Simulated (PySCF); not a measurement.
PySCF job for BH₅OSi, SMILES BO[SiH3], IEF-PCM-PBE0/def2-SVP. Geometry: r2SCAN-D4/def2-TZVP.

```python
import numpy as np
from pyscf import gto, scf, dft
from pyscf.solvent import pcm

mol = gto.M(
    atom='''
    B     0.20969804   -1.76855138   -0.00000000
    H    -0.43985043   -2.77515183    0.00000000
    H     1.41321414   -1.78265315    0.00000000
    O    -0.45056253   -0.59025841    0.00000000
    Si    0.06918983    0.98563207   -0.00000000
    H    -0.46917162    1.64267360    1.21244190
    H    -0.46917163    1.64267360   -1.21244189
    H     1.55233207    1.03843300    0.00000000
    ''',
    basis='def2-SVP',
    charge=0,
    spin=0,
    max_memory=1600,
    verbose=3,
)
mf = dft.RKS(mol, xc='pbe0').density_fit(auxbasis='def2-universal-jkfit')
mf.grids.level = 3
mf.conv_tol = 1e-9
mf.max_cycle = 100
mf.kernel()
res = {}
for name, eps in {'water': 78.355, 'n-hexane': 1.8819, 'benzene': 2.2706}.items():
    s = mf.PCM()
    s.with_solvent.method, s.with_solvent.eps, s.with_solvent.lebedev_order = 'IEF-PCM', eps, 29
    s.kernel(mf.make_rdm1())
    res[name] = (s.e_tot, eps, s.dip_moment(), s.mo_energy, s.converged)
    print(f'{name}: electrostatic solvation free energy {(s.e_tot - mf.e_tot) * 627.509474:.3f} kcal/mol')
```

It prints:

```
converged SCF energy = -392.207342873037

WARN: PCM is an experimental feature. It is still in testing.
Features and APIs may be changed in the future.

converged SCF energy = -392.208964660676
Dipole moment(X, Y, Z, Debye):  0.55770,  1.28865, -0.00000
water: electrostatic solvation free energy -1.018 kcal/mol

WARN: PCM is an experimental feature. It is still in testing.
Features and APIs may be changed in the future.

converged SCF energy = -392.207897693735
Dipole moment(X, Y, Z, Debye):  0.47533,  1.15982, -0.00000
n-hexane: electrostatic solvation free energy -0.348 kcal/mol

WARN: PCM is an experimental feature. It is still in testing.
Features and APIs may be changed in the future.

converged SCF energy = -392.208039026586
Dipole moment(X, Y, Z, Debye):  0.48507,  1.17856, -0.00000
benzene: electrostatic solvation free energy -0.437 kcal/mol
```

The run converged.
